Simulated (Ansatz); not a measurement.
`F[SiH]([SiH3])C[SiH3]` and `F[SiH](Cl)C[SiH3]` differ in one atom or group.

Ansatz, PBE0-D4/def2-TZVP geometries, multiplicity 1. Each molecule was computed in one conformer, which needn't be the lowest.

```csv
property,`F[SiH]([SiH3])C[SiH3]`
HOMO energy (PBE0/def2-TZVPP) / eV,-8.15
LUMO energy (PBE/def2-TZVPP) / eV,-1.31
HOMO energy (PBE/def2-TZVPP) / eV,-6.96
HOMO–LUMO gap (PBE/def2-TZVPP) / eV,5.65
HOMO energy (ωB97M-V/def2-TZVPP) / eV,-10.20
LUMO energy (ωB97M-V/def2-TZVPP) / eV,1.33
```

(1) Give the same properties after the change, and the shifts. (Best estimate.)

Results:

(1) The calculation gave: 
| property | `F[SiH](Cl)C[SiH3]` | shift |
| --- | --- | --- |
| HOMO energy (PBE0/def2-TZVPP) / eV | -8.88 | -0.73 |
| LUMO energy (PBE/def2-TZVPP) / eV | -0.62 | 0.69 |
| HOMO energy (PBE/def2-TZVPP) / eV | -7.55 | -0.59 |
| HOMO–LUMO gap (PBE/def2-TZVPP) / eV | 6.93 | 1.28 |
| HOMO energy (ωB97M-V/def2-TZVPP) / eV | -11.07 | -0.87 |
| LUMO energy (ωB97M-V/def2-TZVPP) / eV | 1.89 | 0.56 |

With PBE0 the HOMO falls by 0.73 eV and the LUMO rises by 0.72 eV, so the gap widens by about 1.45 eV. PBE moves the HOMO by -0.59 eV and ωB97M-V by -0.87 eV.
